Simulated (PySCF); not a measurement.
Gas-phase reaction: InH + 3 HI → InI3 + 2 H2

Energies from PySCF, thermal terms from the rigid-rotor harmonic-oscillator model, ideal gas at 1 bar. † marks an energy on the PBE0/def2-TZVP geometry and frequencies. MP2 and CCSD(T) freeze the core. All species are closed-shell singlets. I, In: scalar-relativistic def2 core potential, no spin-orbit coupling. InH: computed as isolated molecules; such fragments, hydroxides, amides, oligomers or adducts are transient or little studied in the gas. MP2 isn't extrapolated to the basis-set limit; its ΔH°(298 K) is -416.4 kJ in def2-SVP and -415.2 kJ in def2-TZVPP. CCSD(T) isn't extrapolated to the basis-set limit; its ΔH°(298 K) is -368.8 kJ in def2-SVP and -371.9 kJ in def2-TZVPP. The harmonic model lacks anharmonicity and excited electronic states, which grow with temperature; levels with a mode under 35 cm⁻¹ are left out. Soft modes under 120 cm⁻¹ make the harmonic entropy rough for InI3.

ΔH° and ΔS° at 298 K: CCSD(T)/def2-SVP† -369 kJ, -167 J/K; HF/def2-TZVP† -372 kJ, -167 J/K; MP2/def2-SVP† -416 kJ, -167 J/K; PBE/def2-TZVP† -366 kJ, -167 J/K.

**Question.** With the heat capacities included, give log10 K (1 bar) at 600, 800, 1200, 1400, 1600 K from CCSD(T)/def2-SVP†, HF/def2-TZVP†, MP2/def2-SVP†, PBE/def2-TZVP†.

**Answer.** 
```csv
T (K),CCSD(T)/def2-SVP†,HF/def2-TZVP†,MP2/def2-SVP†,PBE/def2-TZVP†
600,23.6,23.9,27.7,23.3
800,15.7,16.0,18.9,15.6
1200,8.0,8.1,10.0,7.8
1400,5.8,5.9,7.5,5.7
1600,4.1,4.2,5.7,4.0
```
